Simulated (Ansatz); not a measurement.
Gas-phase reaction in SMILES: C[C@@H]1CC[C@H](C)C1 -> C[C]1CC[C@H](C)C1 + H atom (the C-H bond at the site shown breaks; other sites are not compared here)
Structures are relaxed separately at B3LYP-D3(BJ)/def2-TZVP in Ansatz (a first-principles code), one conformer each, not searched for the lowest.

Wanted: bond dissociation energy (electronic energy difference), in kcal/mol. Cores are frozen in the correlated levels unless marked. UHF or UKS for open shells. No spin-orbit coupling. Non-relativistic. CBS(X,Y): correlation extrapolated as X^-3; Hartree-Fock from the larger set. [CCSD(T)-MP2]/basis is that difference in the basis named.

RI-MP2/CBS(cc-pVTZ,cc-pVQZ)+[CCSD(T)-MP2]/cc-pVTZ (Ansatz) gives 103.0 kcal/mol.

**Question.** Another calculation gave 100.2 kcal/mol. Which level was it?
A. SVWN5/def2-TZVPD (Ansatz)
B. wB97X-V/def2-TZVPD (Ansatz)
C. PBE/def2-TZVPD (Ansatz)

**Answer.** B, wB97X-V/def2-TZVPD (Ansatz). The others give 94.9 (PBE), 105.9 (SVWN5) kcal/mol.
